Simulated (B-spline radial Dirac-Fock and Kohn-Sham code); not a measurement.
# Ta⁵⁺ 3s: cross section and angular parameters

System: the Ta⁵⁺ ion, configuration 1s2 2s2 2p6 3s2 3p6 3d10 4s2 4p6 4d10 4f14 5s2 5p6; threshold 2746.5 eV (orbital energy of the model). These are calculated numbers from a radial finite-basis atomic code; the model is Dirac-Hartree-Slater photoionisation with a Latter tail; cross sections with all multipoles, angular parameters from the dipole term and its interference with E2.

| hν (eV) | σ (kb) | β | γ |
| --- | --- | --- | --- |
| 2984.4 | 25.9 | 1.917 | 1.197 |
| 3540 | 20.5 | 1.928 | 0.781 |
| 3700 | 19.2 | 1.930 | 0.699 |
| 4120 | 16.4 | 1.935 | 0.520 |
| 4150 | 16.2 | 1.936 | 0.509 |
| 4220 | 15.8 | 1.936 | 0.483 |
| 4260 | ? | ? | ? |
| 8047.8 | 5.30 | 1.953 | -0.123 |
| 8340 | 4.96 | 1.953 | -0.136 |
| 9130 | 4.19 | 1.955 | -0.156 |
| 10300 | 3.33 | 1.956 | -0.160 |
| 10900 | 2.99 | 1.956 | -0.153 |

Problem. Give the values at 4260 eV.

Solution. σ = 15.5 kb, β = 1.937, γ = 0.469. For an s subshell δ is negligible.
